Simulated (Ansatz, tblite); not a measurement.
Forces on Be₂O₃ at its PBE-D4/def2-TZVP geometry. Total charge 0; singlet.

The xTB rows come from tblite. The restricted singlet is unstable towards broken spin symmetry in Hartree–Fock (as tested in another run); at PBE-D4/def2-TZVP this wasn't settled. At PBE-D4/def2-TZVP an occupied level of the charge 0 singlet lies above an empty one (by up to 0.64 eV), so this SCF solution is probably not the lowest. The geometry of the singlet was relaxed on an unsound state (an occupied level 0.64 eV above an empty one). Another isomer (singlet) lies 2.78 eV lower at PBE0-D4/def2-TZVP; other spin states weren't run for this one.

GFN1-xTB (tblite), largest force 1.11 eV/Å:

```xyz
5
positions Å, forces eV/Å
Be   -0.825   -0.131    1.168   -0.498   -0.080    0.704
Be    0.820    0.131   -1.172    0.493    0.078   -0.706
O    -0.013   -0.001   -0.009    0.024    0.003    0.014
O     1.665    0.265   -2.349   -0.642   -0.101    0.895
O    -1.646   -0.263    2.362    0.624    0.101   -0.907
```

GFN2-xTB (tblite), largest force 1.32 eV/Å:

```
Be -0.514 -0.083 0.729
Be 0.511 0.081 -0.729
O 0.025 0.003 0.015
O -0.768 -0.121 1.070
O 0.746 0.120 -1.085
```

PBE-D4/def2-TZVP (Ansatz), largest force 0.01 eV/Å:

```
Be -0.002 -0.001 0.005
Be 0.003 0.000 -0.002
O 0.004 0.001 -0.001
O -0.004 0.000 0.002
O 0.000 0.000 -0.004
```
